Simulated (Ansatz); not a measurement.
Conformers of C$_{2}$H$_{7}$BrN$_{2}$Si, SMILES `C=C[Si](N)(N)Br`, each relaxed with PBE0-D4/def2-TZVP in Ansatz. CBS adds the triple-zeta coupled-cluster correction to the MP2 limit.

Outer-core shells of Br are correlated without core-valence functions. Scalar relativity is left out up to krypton. Spin–orbit coupling is left out.

Not all of them had a frequency check.

Conformer A:

Cartesian coordinates in Å:
```
C 2.243 -0.494 -0.291
C 1.159 0.263 -0.429
Si -0.541 -0.118 0.207
N -1.228 0.937 1.355
N -1.581 -0.100 -1.139
Br -0.399 -2.074 1.313
H 2.207 -1.448 0.225
H 3.209 -0.192 -0.686
H 1.264 1.211 -0.959
H -1.491 1.873 1.094
H -1.002 0.857 2.331
H -1.269 -0.483 -2.017
H -2.571 -0.233 -1.006
```

Conformer B:

Z-matrix (Å, degrees):
```
Si
C 1 1.853
N 1 1.701 2 107.7
N 1 1.704 2 118.4 3 122.1
Br 1 2.252 2 105.1 3 -123.7
C 2 1.331 1 123.5 3 -19.1
H 2 1.089 1 118.0 3 161.9
H 3 1.008 1 118.5 2 170.9
H 3 1.007 1 120.4 2 -45.8
H 4 1.006 1 120.3 2 90.8
H 4 1.007 1 120.4 2 -58.2
H 6 1.086 2 121.6 1 0.6
H 6 1.087 2 122.1 1 -179.1
```

**Question.** Which is lowest in electronic energy at CCSD(T)/CBS (frozen core, def2 sets), and by how much? (An estimate is asked.)

**Answer.** The calculation gave: A; B lies 1.3 kJ/mol higher. Gaps under about 2 kJ/mol don't settle the order.

**Question.** Give the energies relative to A (kJ/mol) with B3LYP-D4/def2-TZVPP, ωB97X-V/def2-TZVPP, ωB97M-V/def2-TZVPP, r2SCAN/def2-TZVPP, PBE0/def2-TZVPP, CCSD/def2-TZVPP, CCSD/CBS(def2). (Best estimate.)

**Answer.** Ansatz gave: 
```tsv
level	B
B3LYP-D4/def2-TZVPP	0.2
ωB97X-V/def2-TZVPP	0.3
ωB97M-V/def2-TZVPP	0.5
r2SCAN/def2-TZVPP	-0.2
PBE0/def2-TZVPP	0.1
CCSD/def2-TZVPP	0.2
CCSD/CBS(def2)	1.2
```

B3LYP here is the variant with VWN-RPA as its local correlation; programs differ in this.
